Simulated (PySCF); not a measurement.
Si(Me)2(OH)2 (C2H8O2Si), SMILES [Si](O)(O)(C)C.

Geometry: B3LYP-D3(BJ)/def2-SVP. One conformer was computed; it need not be the lowest.

Computed with TDA-PBE/def2-SVPD in PySCF.

Vertical excitations. Gas-phase values at a fixed geometry.

```csv
state,energy (eV),λ (nm),f,main pairs
S1,6.16,201,0.044,HOMO→LUMO 99 %
S2,6.65,186,0.037,HOMO−1→LUMO 99 %
S3,7.16,173,0.004,HOMO→LUMO+1 90 %
S4,7.27,170,0.021,HOMO−2→LUMO 90 %
S5,7.38,168,0.029,HOMO→LUMO+2 97 %
S6,7.53,165,0.032,HOMO−3→LUMO 91 %
S7,7.72,161,0.017,HOMO−1→LUMO+1 79 %
S8,7.81,159,0.019,HOMO→LUMO+3 86 %
S9,7.88,157,0.012,HOMO−1→LUMO+2 92 %
S10,8.16,152,0.007,HOMO−4→LUMO 94 %
T1,6.00,207,0,HOMO→LUMO 100 %
T2,6.45,192,0,HOMO−1→LUMO 99 %
T3,6.97,178,0,HOMO→LUMO+1 86 %
T4,7.14,174,0,HOMO−2→LUMO 86 %
```
Triplets are in the Tamm–Dancoff approximation.
